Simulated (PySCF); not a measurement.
Method: PBE-D3(BJ)/def2-TZVP // BP86-D3(BJ)/def2-SVP run with PySCF. Isolated molecules, 0 K electronic values unless said otherwise. One relaxed conformer stands for a flexible species; it need not be the lowest. 

Reference species: [W(F)4(NH2)2] (neutral, multiplicity 1).

* **charge on the central atom (Mulliken)**: 1.36 e
* **HOMO–LUMO gap**: 3.34 eV

Changed species: [W(F)(NH2)5] (5 of 6 F replaced by NH2; the reference has 2 of 6 F replaced by NH2).

**Question.** Give the shifts of the charge on the central atom (Mulliken) and HOMO–LUMO gap.

**Answer.** the charge on the central atom (Mulliken) falls by 0.35 e, to 1.01 e; the HOMO–LUMO gap falls by 0.54 eV, to 2.80 eV.
